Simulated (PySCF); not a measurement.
Ionisation energy of S²⁺ by level of theory

S²⁺ [Ne] 3s2 3p2 (3P) → S³⁺ [Ne] 3s2 3p1 (2P), as a difference of total energies. All numbers are calculated (PySCF 2.14, scalar relativity by spin-free X2C-1e, in aug-cc-pVDZ-DK (5s4p2d, 27 functions)). Correlated levels: valence: [Ne] frozen. The calculations carry no spin-orbit coupling.

| method | ionisation energy (eV) |
| --- | --- |
| UHF | 34.143 |
| MP2 (valence) | 34.457 |
| SCS-MP2 (valence) | 34.378 |
| CCSD (valence) | 34.485 |
| CCSD(T) (valence) | 34.494 |
| CCSDT (valence) | 34.496 |
| FCI (valence) | 34.497 |

Task: How much does correlation contribute at CCSD(T) (valence)?

Result: 34.494 − (34.143) = 0.351 eV, measured against UHF.

A first-order spin-orbit estimate (lowest level to lowest level, LS coupling) adds -0.007 eV.

Errors of the correlated levels include the incompleteness of this basis and the frozen core.

For comparison: 34.86 ± 0.04 eV (semi-empirical (NIST evaluation); NIST Atomic Spectra Database, ionization energies).
